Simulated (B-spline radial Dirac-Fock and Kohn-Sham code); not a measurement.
# Atomic SCF run for Au

ΔSCF core binding energies without Breit or QED terms, calculated with a radial finite-basis atomic code. Keys: rel is the Hamiltonian (dirac, or spin-free x2c and nr, where L3 and M5 stand for the whole 2p and 3d shells), method is hf or an exchange,correlation pair (spin-unpolarised, also for the hole states), nuc the nuclear model, radius_factor scales its radius, rmax is the box in bohr, h the logarithmic mesh step, order the B-spline order, points the quadrature points per cell, c_factor scales the speed of light, and damp, ndamp, maxit and tol steer the iteration. The run stops when the commutator error falls below 10·tol·max(1, Z/10), or the numerical noise floor, and the energy has settled to about 1e-8 Ha; the virial ratio is −V/T.

Input (task.json):

```json
{"items": [{"Z": 79, "q": 0, "cfg": [[1, 0, 2], [2, 0, 2], [2, 1, 6], [3, 0, 2], [3, 1, 6], [3, 2, 10], [4, 0, 2], [4, 1, 6], [4, 2, 10], [4, 3, 14], [5, 0, 2], [5, 1, 6], [5, 2, 10], [6, 0, 1]], "A": 197, "rrms": 5.4371, "do": "settings", "holes": ["K", "L3", "M5"],
  "settings": [{"rel": "dirac", "method": "hf", "nuc": "fermi", "radius_factor": 1.0, "rmax": 45.0, "h": 0.3, "order": 8, "points": 3, "c_factor": 1.0, "maxit": 65, "damp": 0.5, "ndamp": 3, "tol": 1e-08}]}]}
```

Command: `python xray2_run.py task.json out`

Ground-state iterations:

```
iter   energy (Ha)        error
   1   -19033.05905143  2.24e+00
   2   -19004.62294537  5.51e-01
   3   -19033.45617182  2.64e-01
   4   -19035.35502428  6.95e-02
   5   -19035.49596846  5.47e-02
   6   -19035.55173085  1.39e-02
   7   -19035.55418484  4.91e-03
   8   -19035.55458330  3.99e-04
   9   -19035.55458795  1.42e-04
  10   -19035.55458845  1.80e-05
  11   -19035.55458847  2.37e-06
  12   -19035.55458847  2.81e-07
```

The ground state converged in 12 iterations, with total energy -19035.55459 Ha, virial ratio 1.87133 and highest orbital energy -7.94 eV. ΔSCF binding energies: K (1s) 81161.7 eV, L3 (2p3/2) 11960.4 eV, M5 (3d5/2) 2216.5 eV.

Question: One setting is unsound. Which, and why?

Answer: points is too small to integrate the splines. With the default settings (Dirac Hartree-Fock): The ground state converged in 12 iterations, with total energy -19035.55812 Ha, virial ratio 1.87133 and highest orbital energy -7.94 eV. ΔSCF binding energies: K (1s) 81161.7 eV, L3 (2p3/2) 11960.4 eV, M5 (3d5/2) 2216.5 eV.
